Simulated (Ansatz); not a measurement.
Isolated molecules relaxed with PBE0-D4/def2-TZVP in Ansatz; ΔE leaves out vibrations. CCSD(T)/CBS adds triple-zeta CCSD(T) − MP2 to the extrapolated MP2 energy (def2 sets, frozen cores). Functionals use def2-TZVPP. B3LYP here is the variant with VWN-RPA as its local correlation; programs differ in this. Open shells (•) are unrestricted, without spin–orbit coupling. For Zn outer-core shells are correlated without core-valence functions, which leaves a few kJ/mol of doubt a bond. Scalar relativity is left out up to krypton. Each species was taken in one conformer, which may not be the lowest.

Reaction (homolysis of the O–Zn bond): `C[O][Zn][Cl]` → `C[O]`• + `[Cl][Zn]`•

(1) What is ΔE at CCSD(T)/CBS? (Best estimate.)

(2) What do these levels give: LDA (SPW92), r2SCAN-D4, B3LYP-D4, BHLYP-D4, ωB97M-V, PBE, PBE0, r2SCANh, LC-ωPBE, MP2/def2-QZVPP, MP2/CBS(def2), CCSD/CBS(def2)? (Best estimate.)

Largest T1 diagnostic among the species: 0.019.

Results:

(1) Computed: +3.78 eV.

(2) The calculation gave: LDA (SPW92) 4.10, r2SCAN-D4 3.37, B3LYP-D4 3.29, BHLYP-D4 3.15, ωB97M-V 3.54, PBE 3.39, PBE0 3.31, r2SCANh 3.30, LC-ωPBE 3.56, MP2/def2-QZVPP 4.10, MP2/CBS(def2) 4.18, CCSD/CBS(def2) 3.65 eV.

From PBE to PBE0 (25 % exact exchange), in def2-TZVPP and without D4, ΔE moves by −0.08 eV: exact exchange takes away binding that semilocal exchange gives to molecules. In def2-TZVPP, CCSD(T) changes the Hartree–Fock value by +1.55 eV (the triples alone add +0.13 eV) and MP2 by +1.95 eV; breaking electron pairs costs correlation energy, which Hartree–Fock lacks. At CCSD(T), def2-SVP lies −0.30 eV from the extrapolated value and def2-TZVPP −0.22 eV: correlation converges slowly with the basis, and small sets miss more of it in the bonded molecule than in its fragments.
